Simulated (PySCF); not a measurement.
## SMILES BrBr, Br₂

Geometry:
| atom | x (Å) | y (Å) | z (Å) |
| --- | --- | --- | --- |
| Br1 | 1.141 | 0.000 | 0.005 |
| Br2 | -1.158 | 0.017 | -0.015 |

Level of theory: GIAO B3LYP/aug-pcSseg-2 magnetisability, rotational g tensor and spin-rotation constants, non-relativistic, gas phase in PySCF. Geometry: PBE0-D3(BJ)/def2-SVP.

The calculation is non-relativistic, which matters for the atoms heavier than Zn.

Task: How diamagnetic is it, and how anisotropic?

Result: Isotropic -937 × 10⁻³⁰ J/T², or -56.5 × 10⁻⁶ cm³/mol; principal values -1093, -860, -860 × 10⁻³⁰ J/T², anisotropy 234 × 10⁻³⁰ J/T² (root of half the summed squared differences of the principal values). The susceptibility is in cgs units.

Task: Split it along the inertial axes a, b, c into diamagnetic and paramagnetic parts about the centre of mass, with the quadrupole moment.

Result: 
| axis | χ (10⁻⁶ cm³/mol) | diamagnetic (10⁻⁶ cm³/mol) | paramagnetic (10⁻⁶ cm³/mol) | summed x² of all electrons (Å²) | quadrupole Θ (D Å) |
| --- | --- | --- | --- | --- | --- |
| a | -65.8 | -65.8 | 0.0 | 99.3 | +4.60 |
| b | -51.8 | -454.1 | 402.4 | 7.8 | -2.30 |
| c | -51.8 | -454.1 | 402.4 | 7.8 | -2.30 |

Anisotropies 2χaa − χbb − χcc = -28.1 and 2χbb − χaa − χcc = +14.1 × 10⁻⁶ cm³/mol. Θ is traceless in Buckingham's convention.

Task: And the rotational g tensor?

Result: 
| axis | rotational constant (GHz) | g | nuclear part | electronic part |
| --- | --- | --- | --- | --- |
| b | 2.4235 | -0.0114 | 0.4467 | -0.4581 |
| c | 2.4235 | -0.0114 | 0.4467 | -0.4581 |

Linear; isotopes 79Br; no vibrational averaging.
